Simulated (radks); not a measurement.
The numbers below are computed, except where a source is named.
Species: Cl I. Configuration: [Ne] 3s2 3p5 (the NIST ground configuration). Code: a radial shooting solver on a logarithmic mesh with Libxc functionals. Model: non-relativistic Kohn-Sham, LDA (Slater exchange, Perdew-Wang correlation), spin-polarised, spherical densities, point nucleus; open shells are filled with parallel spins first; hard spherical wall at 3.5 bohr.

Normalised radial functions P(r) = r R(r), r in bohr:

| r | 2p up | 3d down |
|---|---|---|
| 0.004123 | 0.0025 | 0.0000 |
| 0.005158 | 0.0039 | 0.0000 |
| 0.006453 | 0.0061 | 0.0000 |
| 0.008073 | 0.0094 | 0.0000 |
| 0.01018 | 0.0147 | 0.0000 |
| 0.01274 | 0.0225 | 0.0000 |
| 0.01594 | 0.0343 | 0.0001 |
| 0.01994 | 0.0520 | 0.0001 |
| 0.02494 | 0.0781 | 0.0002 |
| 0.0312 | 0.1161 | 0.0004 |
| 0.03904 | 0.1704 | 0.0007 |
| 0.04884 | 0.2463 | 0.0013 |
| 0.0611 | 0.3496 | 0.0025 |
| 0.07644 | 0.4848 | 0.0044 |
| 0.09563 | 0.6540 | 0.0079 |
| 0.1206 | 0.8605 | 0.0142 |
| 0.1509 | 1.0760 | 0.0242 |
| 0.1888 | 1.2813 | 0.0403 |
| 0.2362 | 1.4392 | 0.0651 |
| 0.2955 | 1.5085 | 0.1018 |
| 0.3696 | 1.4573 | 0.1537 |
| 0.4624 | 1.2790 | 0.2234 |
| 0.5785 | 1.0018 | 0.3116 |
| 0.7238 | 0.6853 | 0.4157 |
| 0.9055 | 0.3988 | 0.5291 |
| 1.142 | 0.1854 | 0.6432 |
| 1.429 | 0.0696 | 0.7303 |
| 1.787 | 0.0196 | 0.7657 |
| 2.236 | 0.0039 | 0.7009 |
| 2.798 | 0.0005 | 0.4614 |
| 3.5 | 0.0000 | 0.0000 |

2p up: eigenvalue -183.80 eV, 0 radial nodes, <r> = 0.409 bohr, 90 % of the charge inside 0.681 bohr. 3d down (empty): eigenvalue 16.120 eV, 0 radial nodes, <r> = 1.80 bohr, 90 % of the charge inside 2.62 bohr.
